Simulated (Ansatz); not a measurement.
Geometry optimisation, RKS B3LYP-D4/def2-SVP (Ansatz 0.2.0).

Input:

```yaml
crystal:
  periodic: [false, false, false]
  atoms:
    - { symbol: S, position_ang: [-1.6092, 1.4033, 1.0723] }
    - { symbol: C, position_ang: [-0.7325, 0.2457, 1.6609] }
    - { symbol: "N", position_ang: [-0.409, -0.8554, 0.8246] }
    - { symbol: Ga, position_ang: [-1.0432, -0.5282, -0.6596] }
    - { symbol: C, position_ang: [1.2318, 0.1842, -1.4434] }
    - { symbol: S, position_ang: [-0.2224, -0.6684, -2.0708] }
    - { symbol: H, position_ang: [-0.3521, 0.3006, 2.6882] }
    - { symbol: H, position_ang: [0.2597, -1.6083, 1.2085] }
    - { symbol: H, position_ang: [2.13652, -0.36422, -1.6071] }
    - { symbol: H, position_ang: [1.10767, 0.37428, -0.33771] }
basis:
  gaussian: { orbitals: def2-SVP }
hamiltonian:
  xc: b3lyp
  dispersion: d4
relax:
  f_tol: 0.015
  max_steps: 40
```

Run as:

```bash
$ ansatz run input.yaml --threads 2 --pin off --max-ram 3072MiB --backend cpu --events-out ev --progress --plain --runs-dir out
```

Question: Where does it end, and by what steps?

Answer: It converged. After 25 steps the energy has fallen by 8.805 eV; Ga4 moved furthest, 0.81 Å. The start is strongly strained (largest force component 25 eV/Å).

```tsv
step	energy less start (eV)	largest force component (eV/Å)	accepted
0	0.0000	24.897	yes
1	-5.2667	6.020	yes
2	-7.2136	2.763	yes
3	-8.1766	2.456	yes
4	-8.5111	1.698	yes
5	-8.6819	1.214	yes
6	-8.7652	0.456	yes
7	-8.7834	0.308	yes
8	-8.7978	0.227	yes
9	-8.8018	0.072	yes
10	-8.8017	0.130	no
11	-8.8023	0.063	yes
12	-8.8032	0.067	yes
13	-8.8033	0.066	yes
14	-8.8037	0.077	yes
15	-8.8041	0.039	yes
16	-8.8041	0.033	yes
17	-8.8043	0.034	yes
18	-8.8041	0.088	no
19	-8.8045	0.026	yes
20	-8.8045	0.028	yes
21	-8.8046	0.031	yes
22	-8.8046	0.033	yes
23	-8.8046	0.032	yes
24	-8.8046	0.031	yes
25	-8.8047	0.014	yes
```

```xyz
10
Properties=species:S:1:pos:R:3
S -1.429 1.363 0.847
C -0.546 0.132 1.652
N -0.268 -0.962 1.005
Ga -1.818 -0.750 -0.587
C 1.207 0.058 -1.376
S 0.049 -0.345 -2.453
H -0.254 0.276 2.707
H 0.200 -1.695 1.541
H 2.196 -0.420 -1.389
H 1.031 0.827 -0.612
```

The run took 2.6 min on 2 threads of Arm Neoverse V1, with other jobs on the host, peak memory 0.38 GiB.
